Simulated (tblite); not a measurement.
C₄H₄N₂OS.
Numbering: `[CH3:1][C:2](=[O:3])[c:4]1[cH:5][s:6][n:7][n:8]1` (hydrogens: H9, H10, H11 on C1; H12 on C5)

Structure used (GFN2-xTB), in Å, numbered top down from 1:
```
atom  x, y, z in Å
C1    -1.8296   -0.5019    0.2786
C2    -0.8092    0.5963    0.2333
O3    -1.0514    1.7625    0.4362
C4     0.5603    0.1378   -0.0891
C5     1.6801    0.9421   -0.1976
S6     3.0103   -0.0376   -0.5809
N7     2.0471   -1.4013   -0.5770
N8     0.8511   -1.1612   -0.3161
H9    -1.5317   -1.2418    1.0182
H10   -2.8061   -0.0947    0.5248
H11   -1.8630   -1.0034   -0.6862
H12    1.7435    2.0026   -0.0702
```

All values are computed: GFN2-xTB (tblite) harmonic vibrations without scaling, gas phase. This tight-binding method is rough: wavenumbers can miss measured ones by several per cent, in bad cases by 10 to 20. One conformer, not necessarily the lowest.

Harmonic wavenumbers (cm⁻¹): 48.7, 100.1, 155.7, 159.8, 339.2, 456.7, 476.8, 559.4, 583.0, 622.6, 677.7, 772.0, 776.7, 880.5, 952.8, 988.6, 998.9, 1040.4, 1172.3, 1312.7, 1365.9, 1412.1, 1426.6, 1437.2, 1440.1, 1744.4, 3029.4, 3039.6, 3062.9, 3187.7.

A = 4572, B = 1217, C = 967.0 MHz; mass 128.004 u (most abundant isotopes); point group Cs, symmetry number 1.

Problem. Zero-point energy?

Solution. Half the sum of the wavenumbers: 17110 cm⁻¹ = 204.69 kJ/mol.

Problem. Entropy at 400 K, 1 bar (ideal gas, RRHO, classical rotation)?

Solution. Translation 175.48, rotation 122.83, vibration 108.86: S = 407.2 J/(mol K).

Problem. And Cp and H(400 K) − H(0)?

Solution. Cp = 145.89 J/(mol K), of which vibrations give 112.63 (their classical limit is 30 R = 249.4); H(400 K) − H(0) = 35.96 kJ/mol without the zero-point energy, 22.65 from vibrations.

Problem. Which modes carry the vibrational entropy at 400 K?

Solution. 48.7 cm⁻¹: 22.81; 100.1 cm⁻¹: 16.85; 155.7 cm⁻¹: 13.24; 159.8 cm⁻¹: 13.03; 339.2 cm⁻¹: 7.16; 456.7 cm⁻¹: 5.06 J/(mol K); the other 24 give 30.70 together.

Problem. How do the functions run with temperature in this model?

Solution. 
```tsv
T (K)	S (J/(mol K))	Cp (J/(mol K))	H − H(0) (kJ/mol)	G − H(0) (kJ/mol)	ln q(vib)
150	303.9	74.8	8.17	-37.41	2.04
250	348.8	104.1	17.10	-70.11	3.73
298.15	368.4	118.4	22.46	-87.39	4.55
600	474.4	185.5	69.40	-215.25	9.65
900	556.9	220.0	130.75	-370.43	14.38
```

q(vib) and H(0) count from the zero-point level.

Problem. Blend soft modes into free rotors: weight 1/[1 + (100 cm⁻¹/ν̃)⁴] for the oscillator and the rest for a rotor with moment μB/(μ + B), μ = h/(8π²ν), B = 10⁻⁴⁴ kg m². What vibrational entropy results?

Solution. 100.22 J/(mol K) in place of 108.86, which changes −T·S at 400 K by +3.45 kJ/mol.

Problem. What must be added to the electronic energy to get the Gibbs energy at 400 K and 1 bar?

Solution. ZPE + [H(400 K) − H(0)] − T·S = 204.69 + 35.96 − 162.87 = 77.78 kJ/mol.

Hindered rotation and anharmonicity are outside this model. Other conformers, if any are populated, would add a mixing term that is left out.

Time: 0.33 s wall. Hardware: one thread of an Arm Neoverse V1, no GPU, on a shared host. This covers the Hessian and the dipole derivatives.
